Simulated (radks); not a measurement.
Task: Radial electron density D(r) = 4 pi r^2 rho(r) of an atom or ion with 33 electrons. Calculated with a radial shooting solver on a logarithmic mesh with Libxc functionals: non-relativistic Kohn-Sham, TASK exchange with Perdew-Wang LDA correlation, spin-polarised, spherical densities, point nucleus; meta-GGA in the generalised Kohn-Sham scheme.

| r (bohr) | D(r) (e/bohr) | spin D(r) |
|---|---|---|
| 0.002652 | 1.831 | -0.0000478 |
| 0.003039 | 2.343 | -0.0000605 |
| 0.003481 | 2.987 | -0.0000761 |
| 0.00402 | 3.845 | -0.0000961 |
| 0.004606 | 4.855 | -0.000118 |
| 0.005277 | 6.097 | -0.000143 |
| 0.006046 | 7.608 | -0.000170 |
| 0.006927 | 9.423 | -0.000196 |
| 0.007999 | 11.71 | -0.000217 |
| 0.009165 | 14.24 | -0.000221 |
| 0.0105 | 17.12 | -0.000194 |
| 0.01203 | 20.33 | -0.000111 |
| 0.01389 | 24.00 | 0.0000821 |
| 0.01592 | 27.61 | 0.000427 |
| 0.01824 | 31.17 | 0.00102 |
| 0.02089 | 34.46 | 0.00200 |
| 0.02394 | 37.22 | 0.00355 |
| 0.02764 | 39.26 | 0.00608 |
| 0.03167 | 40.14 | 0.00963 |
| 0.03628 | 39.90 | 0.0147 |
| 0.04157 | 38.64 | 0.0216 |
| 0.04801 | 36.55 | 0.0313 |
| 0.055 | 34.48 | 0.0427 |
| 0.06301 | 33.03 | 0.0560 |
| 0.07219 | 32.91 | 0.0700 |
| 0.08271 | 34.50 | 0.0827 |
| 0.09552 | 37.94 | 0.0914 |
| 0.1094 | 42.04 | 0.0915 |
| 0.1254 | 45.64 | 0.0805 |
| 0.1436 | 47.32 | 0.0573 |
| 0.1659 | 45.87 | 0.0230 |
| 0.1901 | 41.45 | -0.00999 |
| 0.2178 | 35.23 | -0.0309 |
| 0.2495 | 29.22 | -0.0269 |
| 0.2858 | 25.39 | 0.00880 |
| 0.3301 | 24.79 | 0.0740 |
| 0.3782 | 26.88 | 0.139 |
| 0.4333 | 29.62 | 0.176 |
| 0.4964 | 30.90 | 0.162 |
| 0.5733 | 29.25 | 0.0937 |
| 0.6568 | 24.97 | 0.00946 |
| 0.7525 | 19.23 | -0.0401 |
| 0.8621 | 13.51 | -0.00241 |
| 0.9877 | 8.905 | 0.154 |
| 1.141 | 5.723 | 0.448 |
| 1.307 | 4.137 | 0.801 |
| 1.497 | 3.427 | 1.14 |
| 1.715 | 3.076 | 1.37 |
| 1.981 | 2.721 | 1.45 |
| 2.27 | 2.270 | 1.36 |
| 2.6 | 1.733 | 1.14 |
| 2.979 | 1.195 | 0.847 |
| 3.413 | 0.7360 | 0.557 |
| 3.942 | 0.3828 | 0.307 |
| 4.516 | 0.1775 | 0.149 |
| 5.174 | 0.07030 | 0.0615 |
| 5.928 | 0.02388 | 0.0217 |
| 6.846 | 0.006459 | 0.00606 |
| 7.843 | 0.001574 | 0.00151 |
| 8.985 | 0.0003128 | 0.000306 |

What is the nuclear charge?

Result: Z = 33. The innermost maximum, from 1s, lies near 1/Z = 0.0303 bohr (found: 0.0330), and its height grows with Z. The density is that of neutral arsenic in [Ar] 3d10 4s2 4p3; the configuration itself is not fixed sharply by these data, and Z only to about a unit. D(r) has 3 maxima, at r = 0.0330, 0.146, 0.496 bohr, and minima at 0.0683, 0.315 bohr, inside which lie 2.09, 11.02 electrons.
